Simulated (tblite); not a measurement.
C3H4BF3O2.
Cartesian coordinates in Å at the GFN2-xTB level; atoms count from 1:
```
atom  x, y, z in Å
C1    -2.3009    0.1809   -1.2819
C2    -1.7063   -0.2414   -0.1815
F3    -2.4105   -0.8728    0.7794
O4    -0.4068   -0.0964    0.0919
B5     0.2574   -0.4814    1.2111
O6     1.5855   -0.2218    1.2884
C7     2.3132    0.3796    0.3225
F8     3.0919    1.3287    0.8767
F9     3.1584   -0.5108   -0.2398
H10   -1.7418    0.6815   -2.0469
H11   -3.3529    0.0277   -1.4214
H12   -0.2150   -1.0188    2.1340
H13    1.7237    0.8454   -0.4862
```

Method: GFN2-xTB as coded in tblite; computed harmonic values from a numerical Hessian at the method's own geometry, unscaled. The method is semi-empirical: single wavenumbers can be off by several per cent or more. Modes of hydrogen on boron can be 10 to 20 % off. One conformer, not necessarily the lowest. The optimisation stopped once no atom felt more than 0.01 eV/Å.

Lowest wavenumbers of the output (negative numbers stand for imaginary wavenumbers):
```
mode    cm-1
  1     -21.6
  2      29.5
  3      93.9
  4     128.0
  5     186.3
  6     219.0
  7     355.3
  8     430.6
  9     465.4
 10     506.3
 11     545.7
 12     580.0
 13     645.6
 14     708.0
 15     778.0
```

Question: Is this structure a minimum?

Answer: Not by this Hessian. 1 mode is imaginary beyond 20i (22i cm⁻¹), so at this level the point lies at or near a first-order saddle. The curvature is small, so loose convergence or finite differences may be the whole cause.

Question: Which atoms move in the imaginary mode?

Answer: 22i: F9 (fluorine of a CF2 group) 41 %, F8 (fluorine of a CF2 group) 32 %. These are shares of the mass-weighted motion.

Question: What is the remedy?

Answer: Step along that mode in both directions, optimise again with tighter thresholds and repeat the frequencies. The zero-point energy of this point (48.1 kcal/mol) counts the 32 real modes alone, and thermal corrections from it aren't those of a minimum.
